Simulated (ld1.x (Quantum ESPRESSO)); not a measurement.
## antimony (Sb): one change to a TM potential, before and after

* Element: Sb
* Generator: ld1.x (Quantum ESPRESSO) 7.5
* Type: norm-conserving Troullier–Martins (Kleinman–Bylander form)
* Functional: PBE
* Relativity: scalar-relativistic
* Frozen core: [Kr] 4d10
* Valence charge: 5
* Reference configuration: 5s2 5p3
* Partial waves: 5s (bound): rc 1.40 bohr; 5p (bound): rc 1.65 bohr
* Local potential: all-electron potential smoothed inside 1.05 bohr (lloc = -2)
* Core correction: a·sin(br)/r model core inside 0.80 bohr

All-electron outer shells of the reference configuration (PBE, scalar-relativistic, ld1.x):

| shell | level (eV) | outermost node (bohr) | outermost maximum (bohr) |
| --- | --- | --- | --- |
| 4p | -101.79 | 0.39 | 0.76 |
| 4d | -33.51 | 0.38 | 0.84 |
| 5s | -12.83 | 0.95 | 1.90 |
| 5p | -4.83 | 1.04 | 2.35 |

Change: local potential all-electron potential smoothed inside 1.50 bohr (lloc = -2).

Cutoffs: the cutoffs (Ry, on a coarse ladder) from which the occupation-weighted sum of valence levels, in a spherical-Bessel basis at the reference potential, stays within 10 and 1 mRy of its value at 400 Ry; they do not see the model core or the augmentation charge, which bear on the density cutoff. Errors are all-electron minus pseudo energies relative to the spin-unpolarised reference configuration.

Question: Predict the effect on cutoff, ghosts and configuration errors.

Answer: The potential gets neither clearly harder nor softer (50 Ry and 180 Ry → 50 Ry and 180 Ry); the bound ghosts move from d, p, s to d, s; of the 7 tests that both files solve, the error grows in 0 and shrinks in 6 by more than 15 % and 0.3 meV (median size 34.9 → 2.5 meV); the range in which the s phases agree narrows (upper end at the end of the scan → -0.7). In the separable form a ghost depends on how the local part lies against the semilocal potential of the channel, so the choice of the local part can create or remove one. That the errors move this way runs against the usual rule that smaller radii transfer better.

| quantity | base | changed |
| --- | --- | --- |
| cutoff, loose | 50 Ry | 50 Ry |
| cutoff, tight | 180 Ry | 180 Ry |
| bound ghosts | s, d, p | s, d |
| error for 5s2 5p2, meV [ΔE 8.32 eV] | -18 | +2.5 |
| error for 5s2 5p1, meV [ΔE 24.28 eV] | -77 | +15 |
| error for 5s2 5p0, meV [ΔE 48.70 eV] | -174 | +31 |
| error for 5s1 5p4, meV [ΔE 8.11 eV] | -35 | -2.3 |
| error for 5s0 5p5, meV [ΔE 16.43 eV] | -150 | -34 |
| error for 5s2 5p3.3, meV [ΔE -1.16 eV] | -0.7 | +0.4 |
| error for 5s2 5p2.5, meV [ΔE 3.26 eV] | -4.1 | +0.3 |
| s: phases at 1.80 bohr within 0.05 rad from the reference energy up to (Ry; the scan ends near 5) | to the end of the scan | -0.7 |
| p: phases at 1.80 bohr within 0.05 rad from the reference energy up to (Ry; the scan ends near 5) | 0.5 | 0.4 |

 A true bound ghost makes a file unfit for plane-wave use even where its test errors are small: the radial tests pick states by their node count and pass the ghost by.
